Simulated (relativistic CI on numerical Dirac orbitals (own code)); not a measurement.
# What each ingredient does to the levels of Ni26+

Base calculation: Dirac-Coulomb-Breit CI, KLI orbitals optimised for each configuration, model QED, unscaled Slater integrals.

Configuration list: 1s2, 1s 2s, 1s 2p, 1s 3s, 1s 3p, 1s 3d, 1s 4s, 1s 4p, 1s 4d, 1s 4f, 1s 5s, 1s 5p, 1s 5d, 1s 5f, 1s 5g, 1s 6s, 1s 6p, 1s 6d. Levels of other configurations are missing.

Variants: (1) Breit term removed. Shifts of the energy above 1s2 1S_0, in eV, for the lowest level and the first level of each name with at least 55 % of one term (blank where a level changes its place among those of its configuration and J or its character, or is not in the variant):

```
      Level     Base   Δ(1)
   1s2 1S_0     0.00   0.00
 1s 2s 3S_1  7730.15  +7.78
1s 2p 3P°_0  7761.99  +4.97
1s 2p 3P°_1  7764.35  +7.23
 1s 2s 1S_0  7764.67  +6.29
1s 2p 3P°_2  7785.02  +7.62
1s 2p 1P°_1  7804.58  +7.58
 1s 3s 3S_1  9161.27  +7.78
1s 3p 3P°_0  9170.06  +7.01
 1s 3s 1S_0  9170.49  +7.34
1s 3p 3P°_1  9170.74  +7.63
1s 3p 3P°_2  9176.90  +7.74
 1s 3d 3D_2  9181.48  +7.85
 1s 3d 3D_1  9181.59  +7.63
1s 3p 1P°_1  9182.29  +7.69
 1s 3d 3D_3  9183.78  +7.83
 1s 3d 1D_2  9184.12  +7.70
 1s 4s 3S_1  9657.01  +7.78
1s 4p 3P°_0  9660.63  +7.46
 1s 4s 1S_0  9660.79  +7.59
1s 4p 3P°_1  9660.91  +7.72
1s 4p 3P°_2  9663.51  +7.77
```

At this charge energies of transitions that change n are usually good to better than 1 %, and those within a shell (Δn = 0) to a few per cent.

Ionisation energy from the two ground configurations alone: base 10287.3 eV; Breit term removed 10295.1 eV. The NIST ASD value (theoretical) is 10288.9 eV.

LS names give the leading component of a level, which can be under half, so a name can repeat, a term be missing and a line seem to break the LS rules.
